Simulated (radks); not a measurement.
Fractional charge and spin in the 4d shell of silver: the spin-up occupation runs from 4 to 5 and the spin-down occupation from 4 to 5; the fullest corner is Ag, [Kr] 5s(up 0.5, down 0.5) 4d(up 5, down 5). Calculated with a radial shooting solver on a logarithmic mesh with Libxc functionals: scalar-relativistic Kohn-Sham, PBE, spin-polarised, spherical densities, point nucleus. Energy (eV) minus the two flat planes that join the four corners (they meet along the diagonal where the two added fractions sum to one electron); zero is where a piecewise linear energy would lie.

| down \ up | 4 | 4.25 | 4.5 | 4.75 | 5 |
|---|---|---|---|---|---|
| 4 | 0.000 | -1.269 | -1.675 | -1.244 | 0.000 |
| 4.25 | -1.269 | -1.629 | -1.153 | 0.133 | -1.090 |
| 4.5 | -1.675 | -1.153 | 0.178 | -1.003 | -1.431 |
| 4.75 | -1.244 | 0.133 | -1.003 | -1.388 | -1.056 |
| 5 | 0.000 | -1.090 | -1.431 | -1.056 | 0.000 |

Corners above the fullest one (they belong to Ag+ and the next ion): (up 5, down 4) 12.975 eV, (up 4, down 5) 12.975 eV, (up 4, down 4) 39.123 eV. With half an added electron in each spin the energy lies 0.178 eV from the planes, and with half an added electron in spin up alone -1.675 eV. The planes are only a guide here: the flat-plane condition holds for ground states with one frontier orbital, while this shell lies below other occupied shells, so the corners above the fullest one are inner-hole states and not the ground states of those ions.
